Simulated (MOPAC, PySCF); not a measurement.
[Zr(H)4], neutral singlet in the gas phase. 

Cartesian coordinates (Å):
```xyz
5

Zr     0.0000     0.0000     0.0001
H      0.5395     0.9359    -1.5075
H      0.0708    -1.8210    -0.3446
H     -1.7376     0.4795     0.4365
H      1.1274     0.4054     1.4158
```
Charge 0, multiplicity 1.

All levels are single points at this geometry (BP86-D3(BJ)/def2-SVP); Pople sets use spherical d functions. Orbital energies aren't observables, and empty levels follow the basis.

PM7 in MOPAC gives gap (eV) = 10.83.

Question: Estimate the gap (eV) from each of these levels: B3LYP-D3(BJ)/def2-TZVP in PySCF; PBE-D3(BJ)/def2-TZVP in PySCF; TPSSh-D3(BJ)/def2-TZVP in PySCF; B3LYP/6-31G* (LANL2DZ on Zr) in PySCF; B3LYP/LANL2DZ in PySCF; BP86/6-31G* (LANL2DZ on Zr) in PySCF; M06-2X/6-31G* (LANL2DZ on Zr) in PySCF; SVWN5/6-31G* (LANL2DZ on Zr) in PySCF.

Answer: 
```json
[
 {"level": "B3LYP-D3(BJ)/def2-TZVP in PySCF", "gap (eV)": "5.58"},
 {"level": "PBE-D3(BJ)/def2-TZVP in PySCF", "gap (eV)": "3.69"},
 {"level": "TPSSh-D3(BJ)/def2-TZVP in PySCF", "gap (eV)": "5.05"},
 {"level": "B3LYP/6-31G* (LANL2DZ on Zr) in PySCF", "gap (eV)": "5.43"},
 {"level": "B3LYP/LANL2DZ in PySCF", "gap (eV)": "5.43"},
 {"level": "BP86/6-31G* (LANL2DZ on Zr) in PySCF", "gap (eV)": "3.56"},
 {"level": "M06-2X/6-31G* (LANL2DZ on Zr) in PySCF", "gap (eV)": "7.83"},
 {"level": "SVWN5/6-31G* (LANL2DZ on Zr) in PySCF", "gap (eV)": "3.32"}
]
```
